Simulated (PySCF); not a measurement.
Mean harmonic wavenumber (cm⁻¹) of eight silicon and germanium compounds: PBE-D3(BJ) beside PBE0-D3(BJ), computed with PySCF for isolated molecules in the bases named; differences from unrounded values. The eight are the first of their class met in an unordered collection, after screening for sound electronic states; none was chosen by its value. Each level has its own optimised geometry.

| molecule | basis | PBE0-D3(BJ) |
|---|---|---|
| C3H7FOSi, SMILES C(F)[SiH2]CC=O | def2-SVP | 1248 |
| CH₁₁ClSi₄, SMILES [SiH3][SiH]([SiH3])C[SiH2]Cl | def2-SVP | 1025 |
| Si(Cl)(Br)(Me)(OH) (CH₄BrClOSi), SMILES C[Si](O)(Cl)Br | def2-SVP | 1142 |
| C3H6OSi2, SMILES O=C[Si@H]1C=C[SiH2]1 | def2-SVP | 1121 |
| CH5F3Si2, SMILES F[Si@H]([SiH](F)F)C | def2-SVP | 1039 |
| C₂H₃Cl₂FSi, SMILES F/C(=C/Cl)[SiH2]Cl | def2-SVP | 939 |
| C₃H₆FNSi, SMILES [SiH2]1C[C@H](F)N=C1 | def2-SVP | 1267 |
| C₂H₉NSi₃, SMILES N1=C(C[SiH2][SiH2]1)[SiH3] | def2-SVP | 1095 |

Problem. Estimate the PBE-D3(BJ) values and say how PBE-D3(BJ) differs from PBE0-D3(BJ) over the set. (Estimate from the structure and the level; the computed values follow.)

Solution. 
```csv
molecule,PBE-D3(BJ),difference
"C3H7FOSi, SMILES C(F)[SiH2]CC=O",1202,-45
"CH₁₁ClSi₄, SMILES [SiH3][SiH]([SiH3])C[SiH2]Cl",992,-33
"Si(Cl)(Br)(Me)(OH) (CH₄BrClOSi), SMILES C[Si](O)(Cl)Br",1105,-37
"C3H6OSi2, SMILES O=C[Si@H]1C=C[SiH2]1",1077,-44
"CH5F3Si2, SMILES F[Si@H]([SiH](F)F)C",1005,-35
"C₂H₃Cl₂FSi, SMILES F/C(=C/Cl)[SiH2]Cl",902,-37
"C₃H₆FNSi, SMILES [SiH2]1C[C@H](F)N=C1",1218,-49
"C₂H₉NSi₃, SMILES N1=C(C[SiH2][SiH2]1)[SiH3]",1056,-39
```
PBE-D3(BJ) lies below PBE0-D3(BJ) in 8 and above it in 0 of the eight; the mean signed difference is -40 and the largest -49 cm⁻¹.
